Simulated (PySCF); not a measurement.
Working out the ionisation energy of Cd²⁺

Cd²⁺ [Kr] 4d10 (1S) → Cd³⁺ [Kr] 4d9 (2D). All numbers are calculated (PySCF 2.14, the spin-free X2C one-electron Hamiltonian (Gaussian nucleus), in ANO-RCC-VTZP (7s6p4d2f1g, 68 functions)). Frozen: [Kr]. Energies in hartree (1 hartree = 27.21139 eV):

```csv
part,Cd²⁺ (lower),Cd³⁺ (upper)
UHF,-5590.300738,-5588.980245
CCSD correlation,-0.264568,-0.210342
(T),-0.006840,-0.004057
```

Problem. What does Hartree-Fock give?

Solution. (-5588.980245) − (-5590.300738) = 1.320493 hartree = 35.932 eV.

Problem. What do CCSD and CCSD(T) give?

Solution. The CCSD correlation energies differ by 0.054226 hartree = 1.476 eV and the triples by 0.002783 hartree = 0.076 eV, so CCSD gives 37.408 eV and CCSD(T) 37.484 eV.

A first-order spin-orbit estimate adds -0.298 eV to CCSD(T) (valence), giving 37.186 eV against 37.468 ± 0.006 eV (measured; NIST Atomic Spectra Database, ionization energies).

What remains against the reference includes basis incompleteness, the frozen core and higher excitations.
